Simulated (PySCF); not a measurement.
An unknown shows these calculated signals:

1H NMR (500 MHz, computed): δ 7.33 (m, 1H), 3.66 (s, 3H), 3.61 (m, 2H), 3.59 (s, 3H), 2.43 (m, 2H).

13C{1H} NMR (computed): δ 267.6 (C), 147.3 (CH), 72.0 (CH2), 60.8 (CH3), 59.5 (CH3), 38.4 (CH2).

[PySCF 2.14: NMR shieldings at PBE0/pcSseg-1/GIAO; structure optimised with GFN2-xTB; a single conformation; no solvent; averaged over atoms made equivalent by symmetry, fast rotation or ring inversion; non-relativistic Hamiltonian]

Referencing at the same level of theory: 1H, 13C vs TMS.

Task: Which of these does the molecule contain: a CF3 group, a non-aromatic C=C double bond, a methoxy group, a benzene ring, a C≡C triple bond?

Result: 
- A CF3 group: no.
- A non-aromatic C=C double bond: yes.
- A methoxy group: yes (δC 59.5; δH 3.66 (s)).
- A benzene ring: no.
- A C≡C triple bond: no.

The data belong to `COC=C=PCCOC`, C6H11O2P; they needn't prove each group on their own.

Carbon signals by region: 1 in the far downfield region (above 160 ppm), 1 in the sp2 and nitrile region (100–160 ppm), 3 at 50–100 ppm, 1 below 50 ppm. Above 160 ppm: 267.6, cumulene carbon.

Splittings by 31P in the carbon and heteronuclear signals aren't shown, as no couplings were computed. Shifts are as computed. Against solution values, carbons near 30 ppm lie about +3 ppm off and those near 130 ppm about +5 ppm. Of 1211 compounds with measured shifts, 218 miss one by over three times the rms of a fit or turn the order of signals round; such compounds aren't used in these exercises. No couplings were computed; multiplicities are counted from neighbouring protons, with m where these are inequivalent, close in shift, in a saturated or five-membered ring or joined by F or P, and br s for small geminal =CH2 splittings.
